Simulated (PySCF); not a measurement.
# What a mistake does to a calculation on BCGeH6O cation

Calculated results; nothing here was measured. They come from PySCF 2.14.0, an open-source quantum chemistry program, on an isolated molecule that a program drew, which may never have been made. The molecule is BCGeH6O cation (charge +1, singlet), drawn as the SMILES string `[BH2][Ge+]([CH3])[OH]`.

Each row is a Hartree-Fock (HF) and frozen-core CCSD(T) single point in the cc-pVDZ basis, meant for a local HF minimum. Run 1 is clean. Each other run has one planted mistake out of seven kinds, and not every kind appears here: one electron removed, one electron added, multiplicity raised by two, geometry at a saddle point, minimal basis STO-3G, one bond length entered in bohr, all coordinates scaled. The reference is restricted for singlets and unrestricted otherwise, and also for a bond in bohr. Adding or removing an electron swaps singlet and doublet. Electrons count all cores. HOMO and LUMO are orbital energies over both spins, the gradient is its largest component, and the lowest frequency (negative if imaginary) is given only where the gradient is small. Bond lengths are over the 9 bonds as drawn. T1 is the CCSD diagnostic: over 0.02 (restricted) or 0.045 (unrestricted) a single reference is doubtful. Germanium has the cc-pVDZ-PP basis, with a core potential (ECP10MDF) in place of its 10 inner electrons, and its 3s, 3p and 3d shells are frozen in CCSD(T).

Geometry of the clean run:
```xyz
10
BCGeH6O cation, angstrom
B     0.3696   -1.6811    2.1248
Ge   -0.6451   -1.0970    0.3842
C    -1.4724    0.5545   -0.1275
O    -0.8154   -2.2367   -0.8900
H     1.5445   -1.5091    2.1600
H    -0.2754   -2.1601    2.9998
H    -2.1038    0.9219    0.6827
H    -2.0563    0.3854   -1.0313
H    -0.6873    1.2898   -0.3213
H    -0.4642   -3.1189   -0.8434
```

```
run  electrons  basis functions  <S^2>  HOMO (eV)  LUMO (eV)  gradient (hartree/bohr)  lowest frequency (cm^-1)  mean bond (Å)  longest bond (Å)      T1  HF (hartree)  CCSD(T) (hartree)                     mistake
  1         56               95  0.000     -16.82      -4.31                  4.0e-05                        24         1.3702             2.098  0.0165    -434.03472         -434.58014                    no fault
  2         57               95  0.770      -5.69       1.00                  4.1e-02                         -         1.3702             2.098  0.0163    -434.21499         -434.76974          one electron added
  3         56               95  2.027     -13.04      -8.08                  3.7e-02                         -         1.3702             2.098  0.0228    -433.88851         -434.43677  multiplicity raised by two
  4         56               95  0.000     -16.31      -4.43                  5.5e-02                         -         1.4607             2.236  0.0200    -434.00093         -434.56164      all coordinates scaled
  5         55               95  0.796     -24.43     -14.68                  6.7e-02                         -         1.3702             2.098  0.0330    -433.45591         -433.98728        one electron removed
  6         56               95  0.970     -14.99      -5.64                  3.6e-02                         -         1.5597             3.622  0.0250    -433.93477         -434.45367                           ?
```

**Which mistake was planted in run 6, and what did it cost?**

The mean bond changes by a factor of 1.138 and the longest by 1.726, so the molecule wasn't scaled as a whole. A length L in bohr read as angstrom grows by (1/0.5292 - 1) L = 0.890 L. The 9 bonds together grew by 9 x 0.1895 = 1.706 Å, which gives L = 1.917 Å. That is bond Ge2-C3, 1.917 Å in the clean geometry. So the mistake is: one bond length entered in bohr. Subtracting run 1 and multiplying by 627.51 kcal/mol a hartree, the energy moved by 62.7 kcal/mol in HF and 79.4 kcal/mol in CCSD(T).

Cautions from the logs. Run 4: T1 is over the limit, so its CCSD(T) energy is less reliable.
